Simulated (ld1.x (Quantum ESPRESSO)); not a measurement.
**What one change does to a pseudopotential (oxygen (O), TM)**

ld1.x (Quantum ESPRESSO) 7.5 input, shortened:

```
&input
   title='O', zed=8., rel=1, dft='PBE', iswitch=3,
   config='[He] 2s1.5 2p4.5'
 /
 &inputp
   pseudotype=2, tm=.true., lloc=-2, rcloc=1.35,
   nlcc=.false.
 /
2
2S  1  0   1.50   0.00  0.85  0.85  0.0
2P  2  1   4.50   0.00  1.50  1.50  0.0
 &test
   configts(1)='2s1.5 2p4.5'
 /
```

All-electron outer shells of the reference configuration (PBE, scalar-relativistic, ld1.x):

| shell | level (eV) | outermost node (bohr) | outermost maximum (bohr) |
| --- | --- | --- | --- |
| 1s | -515.06 | – | 0.13 |
| 2s | -24.20 | 0.28 | 0.87 |
| 2p | -9.25 | – | 0.82 |

Change: local potential the s channel.

Cutoffs: the cutoffs (Ry, on a coarse ladder) from which the occupation-weighted sum of valence levels, in a spherical-Bessel basis at the reference potential, stays within 10 and 1 mRy of its value at 400 Ry; they do not see the model core or the augmentation charge, which bear on the density cutoff. Errors are all-electron minus pseudo energies relative to the spin-unpolarised reference configuration.

Predict the effect on cutoff, ghosts and configuration errors.

The potential gets neither clearly harder nor softer (70 Ry and 180 Ry → 70 Ry and 180 Ry); of the 7 tests that both files solve, the error grows in 0 and shrinks in 1 by more than 15 % and 0.3 meV (median size 45.4 → 45.0 meV); the range in which the s phases agree widens (upper end 2.6 → 4.9); neither file shows a bound ghost.

```csv
quantity,base,changed
"cutoff, loose",70 Ry,70 Ry
"cutoff, tight",180 Ry,180 Ry
bound ghosts,none,none
"error for 2s2 2p4, meV [ΔE -7.47 eV]",+2.5,+2.5
"error for 2s2 2p3, meV [ΔE 8.96 eV]",+45,+45
"error for 2s2 2p2, meV [ΔE 42.55 eV]",+265,+243
"error for 2s2 2p1, meV [ΔE 96.42 eV]",+1024,+893
"error for 2s1 2p4, meV [ΔE 24.19 eV]",-25,-20
"error for 2s2 2p0, meV [ΔE 173.32 eV]",+2991,+2562
"error for 2s2 2p3.5, meV [ΔE -1.18 eV]",+15,+15
s: phases at 1.65 bohr within 0.05 rad from the reference energy up to (Ry; the scan ends near 5),2.6,4.9
p: phases at 1.65 bohr within 0.05 rad from the reference energy up to (Ry; the scan ends near 5),3.3,3.7
```
